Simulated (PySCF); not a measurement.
C4H8OSi, SMILES C=C([SiH3])CC=O.

The structure is a stationary point at B3LYP-D3(BJ)/def2-SVP. The structure was generated by enumeration, and PubChem lists no compound with its InChIKey, so it may never have been made. Other conformers were not sampled.

All values below come from PySCF with TDA-LC-ωPBE/def2-SVPD.

Vertical excitations. Isolated molecule, no solvent.

```
state  energy (eV)  λ (nm)      f                                                                  main pairs
-----  -----------  ------  -----  --------------------------------------------------------------------------
S1            4.28     289  0.001        HOMO→LUMO 42 %, HOMO→LUMO+1 31 %, HOMO−1→LUMO 9 %, HOMO−1→LUMO+1 6 %
S2            6.88     180  0.017       HOMO−2→LUMO 49 %, HOMO−2→LUMO+1 20 %, HOMO→LUMO+1 10 %, HOMO→LUMO 8 %
S3            7.22     172  0.325         HOMO→LUMO 39 %, HOMO→LUMO+1 24 %, HOMO−1→LUMO 20 %, HOMO−2→LUMO 7 %
S4            7.62     163  0.004                      HOMO−1→LUMO 28 %, HOMO→LUMO+1 28 %, HOMO−1→LUMO+1 25 %
S5            7.89     157  0.009       HOMO→LUMO+2 40 %, HOMO→LUMO+3 22 %, HOMO−1→LUMO 10 %, HOMO→LUMO+7 9 %
S6            8.16     152  0.188                      HOMO−1→LUMO+1 45 %, HOMO−1→LUMO 18 %, HOMO−2→LUMO 11 %
S7            8.31     149  0.006   HOMO→LUMO+7 27 %, HOMO−1→LUMO+2 20 %, HOMO−1→LUMO+3 15 %, HOMO→LUMO+4 9 %
S8            8.47     146  0.008                                        HOMO−2→LUMO+1 48 %, HOMO−2→LUMO 14 %
S9            8.52     146  0.001      HOMO→LUMO+4 36 %, HOMO→LUMO+3 16 %, HOMO→LUMO+7 9 %, HOMO−1→LUMO+4 8 %
S10           8.59     144  0.100                                                            HOMO→LUMO+5 70 %
T1            3.59     346      0                        HOMO→LUMO 51 %, HOMO→LUMO+1 22 %, HOMO−1→LUMO+1 12 %
T2            3.97     312      0      HOMO−1→LUMO 39 %, HOMO→LUMO+1 25 %, HOMO−1→LUMO+1 12 %, HOMO→LUMO 11 %
T3            6.01     206      0  HOMO−5→LUMO 27 %, HOMO−5→LUMO+1 21 %, HOMO−6→LUMO 14 %, HOMO−6→LUMO+1 13 %
T4            6.24     199      0                                        HOMO−2→LUMO 52 %, HOMO−2→LUMO+1 27 %
```
Triplets are in the Tamm–Dancoff approximation.
